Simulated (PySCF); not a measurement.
Species: C₉H₁₂N₂.
Atom-mapped SMILES: `[CH2:1]=[N:2][c:3]1[cH:4][cH:5][c:6]([N:7]([CH3:8])[CH3:9])[cH:10][cH:11]1` (hydrogens: H12, H13 on C1; H14 on C4; H15 on C5; H16, H17, H18 on C8; H19, H20, H21 on C9; H22 on C10; H23 on C11)

The calculation used PBE0-D3(BJ)/def2-SVP geometry optimisation, gas phase in PySCF.

Give the optimised bond lengths and angles.

```json
{"bond": "C1=N2", "length (Å)": "1.268"}
{"bond": "N2–C3", "length (Å)": "1.399"}
{"bond": "C3–C4, C3–C11", "length (Å)": "1.402"}
{"bond": "C4–C5, C10–C11", "length (Å)": "1.387"}
{"bond": "C5–C6, C6–C10", "length (Å)": "1.414"}
{"bond": "C6–N7", "length (Å)": "1.375"}
{"bond": "N7–C8, N7–C9", "length (Å)": "1.437"}
{"bond": "C1–H12", "length (Å)": "1.108"}
{"bond": "C1–H13", "length (Å)": "1.099"}
{"bond": "C4–H14, C11–H23", "length (Å)": "1.093"}
{"bond": "C5–H15, C10–H22", "length (Å)": "1.090"}
{"bond": "C8–H16 and 4 like bonds", "length (Å)": "1.102"}
{"bond": "C9–H21", "length (Å)": "1.106"}
```

Bonds in one row agree within 0.01 Å and their mean is given. A selection of angles:
```json
{"angle": "C1–N2–C3", "degrees": "121.3"}
{"angle": "N2–C3–C4", "degrees": "118.0"}
{"angle": "N2–C3–C11", "degrees": "124.5"}
{"angle": "C4–C3–C11", "degrees": "117.5"}
{"angle": "C3–C4–C5", "degrees": "121.7"}
{"angle": "C4–C5–C6", "degrees": "121.0"}
{"angle": "C5–C6–N7", "degrees": "121.4"}
{"angle": "C5–C6–C10", "degrees": "117.2"}
{"angle": "C6–N7–C8", "degrees": "119.9"}
{"angle": "C8–N7–C9", "degrees": "120.1"}
```

Torsions: C1–N2–C3–C4 151° (antiperiplanar); C5–C6–N7–C8 -2° (synperiplanar). The mirror-image conformer, all signs reversed, is as good.

The 5 C–N bonds span 1.268 Å (C1=N2, drawn double) to 1.437 Å (N7–C8, drawn single), a spread of 0.169 Å. The 6-membered ring C3–C4–C5–C6–C10–C11 has internal angles of 117.2° to 121.7°; it is planar, 0.01 Å rms from its mean plane, widest ring torsion 3°. Of the pairs four or more bonds apart, C8···H15 is among the closest relative to their van der Waals radii: 2.49 Å, 86 % of the sum of Bondi's values. N7 (aniline-type nitrogen) is planar (angles 120.1°, 120.0° and 119.9°, sum 360.0°, 0.01 Å off the plane of its three neighbours). The C–C distances run from 1.386 Å (C4–C5, aromatic) to 1.414 Å (C6–C10, aromatic), a spread of 0.028 Å.

Point group: C1 (no symmetry element, even within 0.4 Å). Not checked by PBE0-D3(BJ)/def2-SVP frequencies. The numbers are those of one conformer.
